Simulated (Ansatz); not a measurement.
Spectroscopic constants of Co2, multiplicity 5 (lowest of 2S+1 = 1, 3, 5, 7 at PBE0/def2-TZVPP; our sources give no spin for the ground state, which may be another). No spin–orbit coupling. Co is treated without relativity.

Constants: fifth-degree fit in 1/R to seven points, most abundant isotopes. In def2 and cc sets the state is the lowest found near the PBE0 minimum, followed along R.

Run with Ansatz (a first-principles code). Each number belongs to the level named beside it.

Energies at BHLYP/def2-TZVPP:

```
R (Å)        E (hartree)
--------  --------------
2.155198  -2765.40018518
2.213133  -2765.40368531
2.266434  -2765.40583947
2.326686  -2765.40726203
2.386939  -2765.40780449
2.456462  -2765.40755507
2.537571  -2765.40634682
```

### Question
With a reduced mass of 29.4666 u, find the minimum, the force constant and the constants.

### Answer
A fifth-degree polynomial in 1/R puts the minimum at r_e = 2.4010 Å with force constant 81.0 N/m. Then ω_e = (1/2πc)√(k/μ) = 216 cm⁻¹ and B_e = h/(8π²cμr_e²) = 0.09924 cm⁻¹; the cubic and quartic terms give α_e = 0.00052 and ω_e x_e = 0.78 cm⁻¹.
